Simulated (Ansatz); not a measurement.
Geometry optimisation, RKS PBE0/def2-SVP in Ansatz.

Input:

```yaml
crystal:
  periodic: [false, false, false]
  atoms:
    - { symbol: B, position_ang: [0.038873, 0.466597, -0.38355] }
    - { symbol: O, position_ang: [-0.044108, -0.218569, 2.117929] }
    - { symbol: H, position_ang: [-0.998161, -0.293034, 2.243072] }
    - { symbol: H, position_ang: [1.107247, -0.039268, -0.584805] }
    - { symbol: H, position_ang: [-1.039116, -0.011669, -0.602143] }
    - { symbol: Br, position_ang: [0.055661, 2.413167, 0.083704] }
    - { symbol: H, position_ang: [0.127904, 0.738476, 2.265592] }
basis:
  gaussian: { orbitals: def2-SVP }
hamiltonian:
  xc: pbe0
relax:
  f_tol: 0.03
  max_steps: 50
```

Run as:

```bash
$ ansatz run input.yaml --threads 1 --pin off --max-ram 2048MiB --backend cpu --events-out ev --progress --plain --runs-dir out
```

Task: Where does it end, and by what steps?

Result: It converged. After 11 steps the energy has fallen by 0.652 eV; H3 moved furthest, 0.58 Å. Joined: B1–O2 (2.59 → 1.63 Å).

| step | energy less start (eV) | largest force component (eV/Å) | accepted |
| --- | --- | --- | --- |
| 0 | 0.0000 | 1.084 | yes |
| 1 | -0.1463 | 1.233 | yes |
| 2 | -0.3906 | 1.319 | yes |
| 3 | -0.5708 | 0.761 | yes |
| 4 | -0.6036 | 0.964 | yes |
| 5 | -0.6326 | 0.119 | yes |
| 6 | -0.6448 | 0.095 | yes |
| 7 | -0.6507 | 0.093 | yes |
| 8 | -0.5825 | 1.428 | no |
| 9 | -0.6519 | 0.047 | yes |
| 10 | -0.6519 | 0.051 | no |
| 11 | -0.6523 | 0.006 | yes |

```xyz
7
Properties=species:S:1:pos:R:3
B -0.018 0.360 0.056
O -0.155 -0.115 1.612
H -1.015 0.200 1.933
H 1.099 0.024 -0.260
H -0.959 -0.160 -0.494
Br -0.209 2.362 0.173
H 0.505 0.385 2.121
```

Whether the end is a true minimum wasn't checked by a vibrational analysis.

Run time: 13 s on 1 thread of AMD EPYC 9R45 96-Core Processor (Zen 5), on a shared host, peak memory 0.17 GiB.
